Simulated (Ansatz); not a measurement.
Basis-set extrapolation for BH8NOSi2 (`BO[SiH](N)[SiH3]`) (PBE0-D4/def2-TZVP geometry, frozen core, the Gaussian-basis code of Ansatz). Multiplicity 1, RHF reference.

```json
{"": "HF", "def2-TZVPP": "-736.722184", "def2-QZVPP": "-736.748645"}
{"": "MP2 correlation", "def2-TZVPP": "-0.799356", "def2-QZVPP": "-0.859244"}
{"": "CCSD(T) correlation", "def2-TZVPP": "-0.887371", "def2-QZVPP": "not run"}
```

Energies in hartree. Use E(X) = E(∞) + A·exp(−7.88·√X) for Hartree–Fock and E(X) = E(∞) + B·X^(−2.97) for correlation, with X = 3 and 4, and add CCSD(T) minus MP2 of the smaller set to the MP2 limit.

Problem. What is the CCSD(T) energy at the basis-set limit?

Solution. HF limit: -736.748645 + (-0.026461) × 0.13774 = -736.75229. MP2 limit: -0.859244 + (-0.059888) × 0.74074 = -0.90361. Higher-order term: -0.887371 − (-0.799356) = -0.08802. Total: -737.74392 hartree, 84.3 kcal/mol below CCSD(T)/def2-TZVPP.
